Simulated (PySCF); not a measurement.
One formula, C4H12Ge2, several structures.

PySCF, wB97X-D/def2-SVPD, density fitting, gas phase; each molecule at its own PBE0-D3(BJ)/def2-SVP geometry, one conformer. Singlet excitations by full TDDFT with frozen cores, triplets by Tamm–Dancoff TDDFT and ionisation energies by ΔSCF, from the lowest of the holes tried. 

Torsions of the conformers computed, which needn't be the lowest (atom-mapped SMILES):
- `[GeH3:1][GeH2:2][CH:3]1[CH2:4][CH2:5][CH2:6]1`: Ge1–Ge2–C3–C4 -51°
- `[GeH3:1][CH2:2][GeH2:3][CH:4]1[CH2:5][CH2:6]1`: Ge1–C2–Ge3–C4 -54°, C2–Ge3–C4–C5 83°
- `[CH2:1]=[CH:2][CH2:3][GeH2:4][CH2:5][GeH3:6]`: C1–C2–C3–Ge4 -103°, C2–C3–Ge4–C5 -50°, C3–Ge4–C5–Ge6 -59°
- `[CH2:1]=[CH:2][Ge@@H:3]([CH3:4])[CH2:5][GeH3:6]`: C1–C2–Ge3–C4 123°, C2–Ge3–C5–Ge6 59°
- `[GeH3:1][CH:2]([GeH3:3])[CH:4]1[CH2:5][CH2:6]1`: Ge1–C2–C4–C5 -154°
- `[CH2:1]=[CH:2][CH2:3][CH:4]([GeH3:5])[GeH3:6]`: C1–C2–C3–C4 -115°, C2–C3–C4–Ge5 -60°

Reference: `[GeH3][GeH2][CH]1CCC1`, with HOMO energy -9.41 eV, LUMO energy 1.68 eV, lowest singlet excitation 7.22 eV, lowest triplet excitation 6.56 eV, mean polarisability 110.4 au, dipole moment 1.08 D and vertical ionisation energy 9.49 eV.

Changes against it:

```json
{"molecule": "C=[CH][Ge@@H]([CH3])[CH2][GeH3]", "Δ electronic energy (kcal/mol)": "-1.5", "Δ HOMO energy (eV)": "-0.05", "Δ LUMO energy (eV)": "-0.15", "Δ lowest singlet excitation (eV)": "-0.62", "Δ lowest triplet excitation (eV)": "-2.16", "Δ mean polarisability (au)": "+0.8", "Δ dipole moment (D)": "-0.04", "Δ vertical ionisation energy (eV)": "+0.05"}
{"molecule": "[GeH3][CH]([GeH3])C1CC1", "Δ electronic energy (kcal/mol)": "+12.1", "Δ HOMO energy (eV)": "+0.25", "Δ LUMO energy (eV)": "+0.10", "Δ lowest singlet excitation (eV)": "-0.10", "Δ lowest triplet excitation (eV)": "+0.34", "Δ mean polarisability (au)": "-1.4", "Δ dipole moment (D)": "-0.22", "Δ vertical ionisation energy (eV)": "-0.33"}
{"molecule": "C=CC[CH]([GeH3])[GeH3]", "Δ electronic energy (kcal/mol)": "+11.7", "Δ HOMO energy (eV)": "+0.01", "Δ LUMO energy (eV)": "-0.01", "Δ lowest singlet excitation (eV)": "+0.05", "Δ lowest triplet excitation (eV)": "-2.07", "Δ mean polarisability (au)": "+3.1", "Δ dipole moment (D)": "-0.51", "Δ vertical ionisation energy (eV)": "+0.04"}
```

Rows whose labels were lost:

```tsv
row	Δ electronic energy (kcal/mol)	Δ HOMO energy (eV)	Δ LUMO energy (eV)	Δ lowest singlet excitation (eV)	Δ lowest triplet excitation (eV)	Δ mean polarisability (au)	Δ dipole moment (D)	Δ vertical ionisation energy (eV)
P	+5.8	-0.40	+0.17	+0.53	+0.90	-3.3	-0.42	+0.41
Q	+2.5	+0.54	0.00	-0.49	-2.25	+2.5	-0.80	-0.49
```

Problem. Which row belongs to which of `[GeH3][CH2][GeH2][CH]1CC1` and `C=C[CH2][GeH2][CH2][GeH3]`?

Solution. P = `[GeH3][CH2][GeH2][CH]1CC1` and Q = `C=C[CH2][GeH2][CH2][GeH3]`. P and Q are told apart most clearly by the lowest triplet excitation (+0.90 against -2.25 eV).

Problem. Which row has the smallest HOMO–LUMO gap and which the largest, and does the HOMO or the LUMO shift more there?

Solution. Smallest, counted from the reference: Q, -0.54 eV (HOMO +0.54, LUMO 0.00), the larger shift being that of the HOMO. Largest: P, +0.57 eV (HOMO -0.40, LUMO +0.17), the larger shift being that of the HOMO.

wB97X-D is run here without its empirical dispersion term; that term would change no orbital, density or response property at a fixed geometry.
